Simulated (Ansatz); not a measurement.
PbF₂, relaxed as a triplet with UKS PBE0-D4/def2-TZVP in Ansatz, starting from the PBE0-D4/def2-TZVP geometry of the neutral singlet. Force threshold 0.02 eV/Å.

In the def2 sets Pb takes a core potential; there is no spin–orbit coupling. The relaxation made no stability test and no search for a lower SCF solution. At PBE0-D4/def2-TZVP a singlet of charge 0 lies 4.00 eV below the triplet, each at its own geometry. The structure comes from a short search, and lower isomers may exist.

Start:

```xyz
3

Pb    0.306   -0.809   -0.273
F     0.487    1.056   -1.076
F    -0.792   -0.247    1.349
```

Task: Estimate the energy that the relaxation releases and the steps that it takes.

Result: 4.3 kcal/mol, in 5 steps; 5.5 s on 4 threads of Arm Neoverse V1 on a shared host. No frequencies were taken in this run, so the end may be a saddle point.

Task: Does the start keep its bonding and symmetry?

Result: By distances, no bond broke or formed. The bond that changes most is Pb1–F2, from 2.04 to 2.07 Å (atoms count from 1). Point group C2v at the start, C2v at the end, both within 0.05 Å.

Task: Predict the relaxed structure.

Result: 
```xyz
3

Pb    0.190   -0.502   -0.170
F     0.701    1.062   -1.423
F    -0.891   -0.559    1.593
```
Bond lengths: 2 × F–Pb 2.07 Å.
